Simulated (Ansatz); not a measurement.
Relaxation of a periodic cell of 17 atoms, AlSi16 (host Si, host structure diamond, interstitial Al), to a largest force component of 0.08 eV/Å in at most 25 steps.

These are results of Ansatz, DFT PBE, scalar-relativistic, plane waves, PAW, not measurements. Settings: PAW set soft_1, cutoff 420 eV, k mesh 2x2x2, fermi-dirac smearing 0.02 eV, spin collinear.

```xyz
17
Lattice="0.0000 5.4300 5.4300 5.4300 0.0000 5.4300 5.4300 5.4300 0.0000" Properties=species:S:1:pos:R:3
Si 0.000 0.000 0.000
Si 1.357 1.357 1.357
Si 2.715 2.715 0.000
Si 4.072 4.072 1.357
Si 2.715 0.000 2.715
Si 4.072 1.357 4.072
Si 5.430 2.715 2.715
Si 6.787 4.072 4.072
Si 0.000 2.715 2.715
Si 1.357 4.072 4.072
Si 2.715 5.430 2.715
Si 4.072 6.787 4.072
Si 2.715 2.715 5.430
Si 4.072 4.072 6.787
Si 5.430 5.430 5.430
Si 6.787 6.787 6.787
Al 6.794 9.518 6.826
```

Problem. Where does it end, and by what steps?

Solution. The run converged. Limits of this set-up: coarse k mesh, a small cell, in which the defect meets its images. After 3 steps the energy has fallen by 0.327 eV; Si5 moved furthest, 0.09 Å.

```json
{"step": "0", "energy less start (eV)": "0.0000", "largest force component (eV/Å)": "1.114", "accepted": "yes"}
{"step": "1", "energy less start (eV)": "-0.2897", "largest force component (eV/Å)": "0.430", "accepted": "yes"}
{"step": "2", "energy less start (eV)": "-0.3242", "largest force component (eV/Å)": "0.089", "accepted": "yes"}
{"step": "3", "energy less start (eV)": "-0.3266", "largest force component (eV/Å)": "0.016", "accepted": "yes"}
```

```xyz
17
Lattice="0.0000 5.4300 5.4300 5.4300 0.0000 5.4300 5.4300 5.4300 0.0000" Properties=species:S:1:pos:R:3
Si -0.047 0.048 -0.045
Si 1.358 1.373 1.360
Si 2.730 2.701 -0.013
Si 4.058 4.073 1.359
Si 2.764 0.049 2.766
Si 4.073 1.359 4.076
Si 5.382 2.668 2.765
Si 6.788 4.074 4.089
Si -0.014 2.701 2.731
Si 1.358 4.073 4.060
Si 2.730 5.445 2.731
Si 4.073 6.788 4.074
Si 2.763 2.668 5.385
Si 4.088 4.074 6.790
Si 5.416 5.445 5.417
Si 6.788 6.774 6.789
Al 6.788 9.504 6.791
```

Time of the run: 100 s on 1 thread of Arm Neoverse V2, on a shared host, peak memory 0.67 GiB.
